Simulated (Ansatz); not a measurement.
Sn₂O₄. Charge 0, multiplicity 1. Geometry PBE-D4/def2-SVP, that of the charge +1 doublet.

```xyz
6

Sn   -0.171    0.817    1.964
Sn    0.741   -1.965   -0.380
O     0.307   -0.118   -1.558
O     0.013   -1.050    1.251
O    -0.641    0.749   -1.139
O    -0.250    1.567   -0.138
```

In the def2 sets Sn takes a core potential; there is no spin–orbit coupling. The structure holds 2 bonds between oxygen atoms, so isomers without such links may lie far lower. The structure comes from a short search, and lower isomers may exist.

Task: Estimate the orbital energies around the gap (eV) in Ansatz with PBE-D4/def2-TZVP, r2SCAN-D4/def2-TZVP, PBE0-D4/def2-TZVP.

Result: 
```
orbital  PBE-D4/def2-TZVP  r2SCAN-D4/def2-TZVP  PBE0-D4/def2-TZVP
 HOMO−5             -7.47                -7.79              -8.80
 HOMO−4             -7.19                -7.57              -8.80
 HOMO−3             -6.66                -6.95              -7.83
 HOMO−2             -6.08                -6.34              -7.38
 HOMO−1             -5.97                -6.21              -7.21
   HOMO             -3.82                -4.01              -5.02
   LUMO             -3.38                -3.34              -2.73
 LUMO+1             -2.96                -2.90              -2.31
 LUMO+2             -1.99                -1.77              -1.31
 LUMO+3             -1.65                -1.40              -0.93
 LUMO+4             -0.75                -0.39              -0.04
 LUMO+5              0.14                 0.82               0.79
```
